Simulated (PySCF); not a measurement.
Run record: geometry optimisation, `C[SiH](N/N=C/C=C)C`.

Method: PBE0/6-31G* geometry optimisation, gas phase (PySCF 2.14.0). Start geometry: GFN2-xTB. A driver script takes a list of jobs; this job's settings line and coordinates (Å) are shown.

Input:
```
{"job": {"xc": "PBE0", "basis": "6-31G*", "grid": 1, "kind": "geom"}, "charge": 0, "multiplicity": 1}
C      3.943337     0.225911     0.207192
C      3.058306    -0.295538    -0.638877
C      1.641979    -0.322705    -0.390943
N      0.862639    -0.849222    -1.251092
N     -0.461857    -0.887609    -1.056647
Si    -1.446464    -0.257799     0.245842
C     -1.274447     1.637442     0.367103
C     -3.205518    -0.756764    -0.248333
H      3.636075     0.665783     1.142098
H      4.998946     0.230831    -0.001239
H      3.371615    -0.734821    -1.575329
H      1.277523     0.111697     0.544047
H     -0.904009    -1.375437    -1.823925
H     -1.064709    -0.908319     1.510807
H     -1.108119     1.959046     1.391363
H     -2.169072     2.142171     0.013005
H     -0.439408     1.998407    -0.227133
H     -3.491883    -0.336921    -1.208062
H     -3.313729    -1.834602    -0.311613
H     -3.916353    -0.400873     0.489308
```

Problem. Estimate the output.

Solution. 
```
step   0  E = -596.20934604  max force = 0.015631
step   1  E = -596.21133398  max force = 0.005466
step   2  E = -596.21145645  max force = 0.001565
step   3  E = -596.21145079  max force = 0.002335
step   4  E = -596.21149579  max force = 0.000942
step   5  E = -596.21151328  max force = 0.000457
step   6  E = -596.21154446  max force = 0.000487
step   7  E = -596.21160541  max force = 0.000800
step   8  E = -596.21169830  max force = 0.000753
step   9  E = -596.21182608  max force = 0.000872
step  10  E = -596.21198346  max force = 0.001332
step  11  E = -596.21220848  max force = 0.002325
step  12  E = -596.21238844  max force = 0.001344
step  13  E = -596.21242450  max force = 0.001147
step  14  E = -596.21244171  max force = 0.001079
step  15  E = -596.21246020  max force = 0.001074
step  16  E = -596.21247182  max force = 0.001093
step  17  E = -596.21248549  max force = 0.000934
step  18  E = -596.21249023  max force = 0.000498
step  19  E = -596.21249467  max force = 0.000224
optimisation converged
```

Energies in Eh; «max force» is the largest Cartesian gradient component in Eh/bohr.

Problem. Give the first gradient maximum in eV/Å.

Solution. With 1 Eh/bohr = 51.422 eV/Å, 0.804 eV/Å.

Problem. How much energy does the optimisation release, in eV?

Solution. E(step 0) − E(last step) = 0.003149 Eh, which is 0.086 eV.

Main results: final energy -596.21249 Eh after 19 steps; dipole 2.34 D.

Hardware: one thread of an Arm Neoverse V1, shared host with 32 logical CPUs at a one-minute load of 10. Cost: 2.6 min wall, 0.62 GiB resident at most.
Labels such as C1 count atoms from 1, the log's own numbers from 0.
